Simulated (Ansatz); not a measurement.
CH4N2SSi, SMILES `N=C1N[SiH2]S1`, relaxed with RKS PBE-D4/def2-SVP in Ansatz from a rough embedded geometry. The force threshold is 0.03 eV/Å; the program also tests the step.

The species carries charge 0 and has multiplicity 1.

Start:

```xyz
9

N     0.423   -0.560    1.935
C     0.380   -0.075    0.820
N    -0.546    0.686    0.225
Si   -0.310    0.265   -1.331
S     1.557   -0.222   -0.429
H     1.324   -1.126    2.038
H    -1.503    0.574    0.617
H    -0.271    1.391   -2.250
H    -1.055   -0.935   -1.625
```

(1) By how much does the energy fall, and how many steps does the optimiser take? (An estimate is asked.)

(2) Which bonds change most? (Best estimate.)

(3) Give the relaxed structure. (Estimate.)

Answers

(1) The calculation gave: 129.42 kJ/mol, in 10 steps, 2 of them rejected.

(2) Ansatz gave: C2–S5 from 1.723 to 1.876 Å; N3–Si4 from 1.629 to 1.764 Å; Si4–H9 from 1.443 to 1.502 Å; N1–C2 from 1.216 to 1.267 Å.

(3) Computed: 
```xyz
9

N     0.573   -0.370    2.114
C     0.382   -0.212    0.871
N    -0.755    0.307    0.265
Si   -0.310    0.217   -1.440
S     1.497   -0.599   -0.586
H     1.490   -0.773    2.341
H    -1.542    0.603    0.846
H    -0.189    1.540   -2.141
H    -1.145   -0.714   -2.270
```
